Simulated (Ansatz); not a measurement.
Two structures of BH₃SeOF₂, singlet, reached by relaxing down either side of one saddle point (PBE0-D4/def2-TZVP). Energies are electronic, without zero-point energy. Ansatz 0.2.0; basis: def2-TZVPP and def2-QZVPP; cores frozen in the correlated methods. Filled d shells of the heavier atoms are correlated. The def2 sets are not built for correlating such inner shells, so the correlated values are less sure here. Extrapolation: Hartree–Fock as exp(−7.88 √X), correlation as X^−2.97. First:

```
8
angstrom
B -0.4748 -0.5605 -0.9206
O 0.1093 0.2726 -1.8033
F 0.1959 -1.6116 -0.4847
F -1.7393 -0.4199 -0.5377
H 1.7923 0.3271 1.4927
Se 0.5573 1.0632 1.7830
H -0.4548 1.0063 -2.0576
H 0.0141 -0.0773 2.5284
```

Second:

B1  (-0.566, -0.392, -0.021)
O2  (0.655, 0.372, -0.996)
F3  (-0.328, -1.695, -0.215)
F4  (-1.694, 0.107, -0.581)
H5  (1.023, 1.045, -0.401)
Se6  (-0.182, 0.367, 1.831)
H7  (0.234, 0.820, -1.743)
H8  (0.858, -0.625, 2.126)
(Å)

**Question.** Which bonds change from the first to the second?

**Answer.** BHOF₂ ([OH][B]([F])[F]) + H₂Se → BHSeF₂ ([F][B]([F])[SeH]) + H₂O (still joined by a long B–O bond); bonds formed: B1–Se6, O2–H5; bonds broken: H5–Se6; bonds weakened to dative contacts: B1–O2.

**Question.** Give the saddle point's structure and its height above each. (Judge from chemistry; the value comes from the calculation.)

**Answer.** Computed: 1.349 eV above the first and 0.661 eV above the second (CCSD(T) at an estimated basis limit (MP2 extrapolated from triple and quadruple zeta, plus CCSD(T) − MP2 in triple zeta)).
| atom | x (Å) | y (Å) | z (Å) |
| --- | --- | --- | --- |
| B1 | -0.5466 | -0.4114 | -0.3077 |
| O2 | 0.5923 | 0.2829 | -0.9973 |
| F3 | -0.3929 | -1.7326 | -0.2228 |
| F4 | -1.7451 | 0.0701 | -0.6771 |
| H5 | 0.7794 | 0.8056 | 0.1528 |
| Se6 | 0.0387 | 0.5680 | 1.6893 |
| H7 | 0.2767 | 0.9097 | -1.6605 |
| H8 | 0.9972 | -0.4924 | 2.0233 |

T1 diagnostic: at most 0.012.

Labels in which every atom is bracketed show which atoms are joined, not bond orders.

For scale, one of the runs: CCSD(T)/def2-TZVPP, 214 basis functions, launched by `ansatz run in.yaml --threads 8 --pin off --events-out ev --progress --plain --max-ram 19148MiB`. The run took 91 s on 8 CPU threads of an Arm Neoverse V1 (shared host), with 3.6 GiB of host memory at its peak.
